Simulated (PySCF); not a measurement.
C₂H₈Si₂, triplet, at the geometry of the source list (a higher spin typed on purpose: for a closed-shell molecule this is an excited state). Base run: CAMB3LYP/3-21G in PySCF.

PySCF was given this input:
```python
from pyscf import gto, scf, dft

mol = gto.Mole()
mol.atom = '''
    C     0.255200    0.360500    1.252100
    Si    1.347300   -0.249000   -0.203200
    C    -0.259600   -0.389800   -1.242300
    Si   -1.342500    0.281200    0.192500
    H     0.505500    1.346900    1.631900
    H     0.250600   -0.304700    2.112200
    H     2.304600    0.741400   -0.698700
    H     2.037500   -1.520200    0.036800
    H    -0.274600    0.210000   -2.147900
    H    -0.504300   -1.405000   -1.545600
    H    -1.959900    1.582100   -0.071400
    H    -2.360000   -0.653400    0.683600
'''
mol.basis = '3-21g'
mol.charge = 0
mol.spin = 2
mol.verbose = 4
mol.build()

mf = dft.UKS(mol)
mf.xc = 'camb3lyp'
mf.kernel()
mf.analyze()
```

Variants of this job, named by their change:

```json
[
 {"change": "base", "ΔE vs base (µEh)": "0.0", "grid points": "145064", "electrons on the grid": "47.99996"},
 {"change": "grids.prune = dft.gen_grid.treutler_prune", "ΔE vs base (µEh)": "1.4", "grid points": "127496", "electrons on the grid": "47.99997"},
 {"change": "grids.level = 2", "ΔE vs base (µEh)": "-4.7", "grid points": "89248", "electrons on the grid": "48.00000"},
 {"change": "grids.prune = dft.gen_grid.sg1_prune", "ΔE vs base (µEh)": "28.6", "grid points": "59904", "electrons on the grid": "47.99961"},
 {"change": "grids.level = 1", "ΔE vs base (µEh)": "22.6", "grid points": "42960", "electrons on the grid": "47.99965"},
 {"change": "grids.radi_method = gauss_chebyshev", "ΔE vs base (µEh)": "0.1", "grid points": "141296", "electrons on the grid": "47.99996"},
 {"change": "grids.atom_grid = (30, 110)", "ΔE vs base (µEh)": "333", "grid points": "29592", "electrons on the grid": "48.00040"},
 {"change": "grids.level = 4", "ΔE vs base (µEh)": "-2.6", "grid points": "240720", "electrons on the grid": "48.00000"},
 {"change": "grids.radi_method = delley", "ΔE vs base (µEh)": "0.1", "grid points": "155096", "electrons on the grid": "47.99996"},
 {"change": "grids.atom_grid = (75, 302)", "ΔE vs base (µEh)": "-4.0", "grid points": "174672", "electrons on the grid": "48.00000"},
 {"change": "grids.prune = off", "ΔE vs base (µEh)": "-0.1", "grid points": "235544", "electrons on the grid": "47.99997"}
]
```

Open shells are given as the SCF converged; they aren't shown to be the lowest states, and a large step between rows can be another state.
